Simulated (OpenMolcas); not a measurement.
**OpenMolcas run: Cu²⁺**

Input:

```
&GATEWAY
Coord
1

Cu 0.0 0.0 0.0
Basis=ANO-R2
Group=XYZ
NoMove
AngMom=0.0 0.0 0.0
AMFI
&SEWARD
&RASSCF
FileOrb=start.orb
Symmetry=1
Spin=2
nActEl=9 0 0
Inactive=3 6
Ras2=6 0
CIRoot=29 29 1
SDav=70
CIMx=300
Iter=120 100
PrWF=0.3
OrbListing=Nothing
MaxOrb=0
Atom
>>> COPY $Project.JobIph JOB001
&RASSCF
FileOrb=start.orb
Symmetry=1
Spin=4
nActEl=9 0 0
Inactive=3 6
Ras2=6 0
CIRoot=20 20 1
SDav=20
CIMx=300
Iter=120 100
PrWF=0.3
OrbListing=Nothing
MaxOrb=0
Atom
CIOnly
>>> COPY $Project.JobIph JOB002
&RASSI
NrOfJobIphs=2 29 10
1 2 3 4 5 6 7 8 9 10 11 12 13 14 15 16 17 18 19 20 21 22 23 24 25 26 27
28 29
1 2 3 4 5 6 7 8 9 10
IphNames
JOB001
JOB002
EJob
SpinOrbit
DIPRint=1.0
SOCoupling=1000.0
Subsets=2
MEES
Property=10
'ANGMOM' 1 'ANGMOM' 2 'ANGMOM' 3 'MLTPL  1' 1 'MLTPL  1' 2 'MLTPL  1' 3
'AMFI' 1 'AMFI' 2 'AMFI' 3 'MLTPL  2' 6
SOProperty=3
'ANGMOM' 1 'ANGMOM' 2 'ANGMOM' 3
```

Launched by
```bash
OMP_NUM_THREADS=1 MOLCAS_MEM=1689 MOLCAS_PROJECT=a pymolcas a.inp > a.log  # once for each step of the input, in one work folder
```

A driver script runs the steps one by one and writes start.orb anew before each from the orbitals found so far, so a CI-only block uses the converged orbitals of the first block.

Output, cut to the results:

```
--- SEWARD ---
Basis set label: CU.ANO-R...6S4P4D2F1G.

      Electronic valence basis set:
      ------------------
      Associated Effective Charge  29.000000 au
      Associated Actual Charge     29.000000 au
      Nuclear Model: Finite nucleus - Gaussian distribution
        Gaussian exponent, Xi/bohr**(-2):  2.76660E+08

      Shell  nPrim  nBasis  Cartesian Spherical Contaminant
         s      21       6        X
         p      13       4        X
         d       9       4                 X
         f       5       2                 X
         g       4       1                 X
                  Relativistic X2C integrals
                  Atomic mean-field integrals
--- RASSCF ---
Wave function specifications:
      -----------------------------

      Number of closed shell electrons          18
      Number of electrons in active shells       9
      Max number of holes in RAS1 space          0
      Max nr of electrons in RAS3 space          0
      Number of inactive orbitals                9
      Number of active orbitals                  6
      Number of secondary orbitals              46
      Spin quantum number                      0.5
      State symmetry                             1
Orbital specifications:
      -----------------------

      Symmetry species                           1   2
                                                ag  au
      Frozen orbitals                            0   0
      Inactive orbitals                          3   6
      Active orbitals                            6   0
      RAS1 orbitals                              0   0
      RAS2 orbitals                              6   0
      RAS3 orbitals                              0   0
      Secondary orbitals                        26  20
      Deleted orbitals                           0   0
      Number of basis functions                 35  26
      Number of CSFs                            70
      Number of root(s) required                29
      Iter CI   SX   CI       RASSCF       Energy    max ROT     max BLB   max BLB  Level Ln srch  Step   QN
          iter iter root      energy       change     param      element    value   shift minimum  type update
 Nr of preliminary CI iterations:   1
      Total energies have been shifted. Add                -1000.00 au
        1   1    9    0  -652.02530352    0.00E+00   3.17E-02    4   7 2 -8.13E-02*  0.00   0.00    SX    NO
        2   1    9    0  -652.02817816   -2.87E-03*  1.68E-02    4   7 2  6.92E-02*  0.00   0.00    SX    NO
        3   1    9    0  -652.02961302   -1.43E-03*  1.39E-02    4   7 2 -5.79E-02*  0.00   0.00    SX    NO
        4   1    9    0  -652.03054146   -9.28E-04*  1.19E-02    4   7 2  4.94E-02*  0.00   0.00    SX    NO
        5   1    9    0  -652.03124725   -7.06E-04*  5.30E-03    4   7 2 -4.16E-02*  0.00   0.54    LS   YES
        6   1    8    0  -652.03298129   -1.73E-03*  1.98E-04    4  10 2  1.20E-03*  0.00   1.03    QN   YES
        7   1    6    0  -652.03298270   -1.41E-06* -4.29E-05    9  10 1 -2.79E-05   0.00   1.01    QN   YES
        8   1    5    0  -652.03298271   -2.46E-09  -1.20E-05    9  10 1 -5.98E-06   0.00   1.25    QN   YES
      Convergence after  8 iterations
        9   1    5    0  -652.03298271   -1.17E-10  -1.20E-05    4  10 2 -2.20E-07   0.00   1.25    QN   YES
      Natural orbitals and occupation numbers for root  1
      sym 1:   1.000013   1.999839   1.999775   1.999777   1.999815   0.000781
      Natural orbitals and occupation numbers for root  2
      sym 1:   1.999794   1.000010   1.999791   1.999777   1.999847   0.000782
      Natural orbitals and occupation numbers for root  3
      sym 1:   1.999816   1.999777   1.999839   1.000013   1.999775   0.000781
::    RASSCF root number  1 Total energy:  -1652.23614582
::    RASSCF root number  2 Total energy:  -1652.23614582
::    RASSCF root number  3 Total energy:  -1652.23614582
::    RASSCF root number  4 Total energy:  -1652.23614582
::    RASSCF root number  5 Total energy:  -1652.23614582
::    RASSCF root number  6 Total energy:  -1652.05646705
::    RASSCF root number  7 Total energy:  -1652.05646705
::    RASSCF root number  8 Total energy:  -1652.05646705
::    RASSCF root number  9 Total energy:  -1652.05646705
::    RASSCF root number 10 Total energy:  -1652.05646705
::    RASSCF root number 11 Total energy:  -1652.05646705
::    RASSCF root number 12 Total energy:  -1652.05646705
...
--- RASSI ---
SPIN-FREE ENERGIES:
  (Shifted by EMIN (a.u.) =      -1652.2361458219)

 SF State       Relative EMIN(au)   Rel lowest level(eV)    D:o, cm**(-1)      L_eff

     1             0.0000000000        0.0000000000              0.0000         2.0
     2             0.0000000000        0.0000000000              0.0000         2.0
     3             0.0000000000        0.0000000000              0.0000         2.0
     4             0.0000000000        0.0000000000              0.0000         2.0
     5             0.0000000000        0.0000000000              0.0000         2.0
    30             0.1482782739        4.0348573828          32543.3195         3.0
    31             0.1482782739        4.0348573828          32543.3195         3.0
    32             0.1482782739        4.0348573828          32543.3195         3.0
    33             0.1482782739        4.0348573828          32543.3195         3.0
    34             0.1482782739        4.0348573828          32543.3195         3.0
    35             0.1482782739        4.0348573828          32543.3195         3.0
    36             0.1482782739        4.0348573828          32543.3195         3.0
     6             0.1796787705        4.8893084251          39434.9319         3.0
     7             0.1796787705        4.8893084251          39434.9319         3.0
     8             0.1796787705        4.8893084251          39434.9319         3.0
     9             0.1796787705        4.8893084251          39434.9319         3.0
    10             0.1796787705        4.8893084251          39434.9319         3.0
    11             0.1796787705        4.8893084251          39434.9319         3.0
    12             0.1796787705        4.8893084251          39434.9319         3.0
    13             0.2412385475        6.5644352934          52945.7413         2.0
    14             0.2412385475        6.5644352934          52945.7413         2.0
...
```

Levels above the lowest, from the spin-orbit matrix, grouped by J:

```
Configuration  Term    J  E (cm-1)  Measured (cm-1)      g  Term weight %
          3d9    2D  5/2       0.0              0.0  1.200            100
          3d9    2D  3/2      2204             2072  0.800            100
       3d8 4s    4F  9/2     32078            60805  1.334            100
       3d8 4s    4F  7/2     33320            62065  1.237             98
       3d8 4s    4F  5/2     34358            63149  1.028             99
       3d8 4s    4F  3/2     35088            63887  0.401             99
       3d8 4s    2F  7/2     39510            67017  1.145             98
       3d8 4s    2F  5/2     41455                   0.861             99
       3d8 4s    2D  5/2     53060            77968  1.332             66
       3d8 4s    2D  3/2     53602            78780  0.878             90
       3d8 4s    4P  3/2     55744            80306  1.664             92
       3d8 4s    4P  5/2     55759            80552  1.467             67
       3d8 4s    4P  1/2     56029            80424  2.669            100
       3d8 4s    2P  3/2     62074                   1.324             98
       3d8 4s    2P  1/2     62785            86134  0.668            100
       3d8 4s    2G  9/2     64059            89018  1.112            100
       3d8 4s    2G  7/2     64065            89047  0.889            100
```

Against the 14 measured excited levels shown (Sugar and Musgrove, J. Phys. Chem. Ref. Data 19, 527 (1990)) the mean absolute deviation is 24000 cm-1; the largest miss in energy is 3d8 4s 4F 3/2: computed 35088, measured 63887 cm-1 (-45.1 %).

Without dynamic correlation excited terms often stand tens of per cent too high (terms of higher spin than the ground term too low), and those without a measured partner can miss by more than the paired ones. Some levels mix across a computed gap that differs much from the measured one, so their mixing is not that of the real levels. Terms from blocks run as CI alone lack orbitals of their own. A single d shell beside an s shell can misplace configurations of different d count against each other. Computed and measured levels are paired by configuration, term and J; levels that our copy of the source lacks, or whose pairing is in doubt (as where it misses far off the trend of its configuration), stay unpaired and out of the deviations. Only configurations of the active space appear. The first state left out of the spin-orbit step lies near 94000 cm-1 above the lowest spin-free state of the reference (among the parities and spins computed), and the list stops at four fifths of that energy or lower.

The RASSCF and RASSI steps took 24 s on 1 thread of Intel(R) Xeon(R) Platinum 8488C (Sapphire Rapids), on a shared host; the integral step is not counted.

The term weight is that of the spin-free term in the level, not the purity of its configuration.
